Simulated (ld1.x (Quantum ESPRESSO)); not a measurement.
**Transferability test, TM semilocal potential for aluminium (Al)**

ld1.x (Quantum ESPRESSO) 7.5 input, shortened:

```
&input
   title='Al', zed=13., rel=0, dft='BP', iswitch=3,
   config='[Ne] 3s2 3p1'
 /
 &inputp
   pseudotype=1, tm=.true., lloc=0,
   nlcc=.true., new_core_ps=.true., rcore=1.55
 /
2
3P  2  1   1.00   0.00  2.80  2.80  0.0
3S  1  0   2.00   0.00  1.60  1.60  0.0
 &test
   configts(1)='3s2 3p1'
 /
```

Energies are relative to the spin-unpolarised reference configuration 3s2 3p1; without spin polarisation the order of configurations can differ from experiment.

```json
{"valence configuration": "3s2 3p0", "charge": "+1", "ΔE all-electron (eV)": "5.870", "error AE − PS (meV)": "+1.6"}
{"valence configuration": "3s1 3p0", "charge": "+2", "ΔE all-electron (eV)": "25.203", "error AE − PS (meV)": "+10"}
{"valence configuration": "3s2 3p0.5", "charge": "+0.5", "ΔE all-electron (eV)": "2.139", "error AE − PS (meV)": "+0.3"}
{"valence configuration": "3s0 3p3", "charge": "0", "ΔE all-electron (eV)": "10.402", "error AE − PS (meV)": "-11"}
{"valence configuration": "3s1 3p2", "charge": "0", "ΔE all-electron (eV)": "5.115", "error AE − PS (meV)": "-2.3"}
{"valence configuration": "3s2 3p1.3", "charge": "-0.3", "ΔE all-electron (eV)": "-0.607", "error AE − PS (meV)": "0.0"}
{"valence configuration": "3s1 3p1", "charge": "+1", "ΔE all-electron (eV)": "11.656", "error AE − PS (meV)": "+1.8"}
```
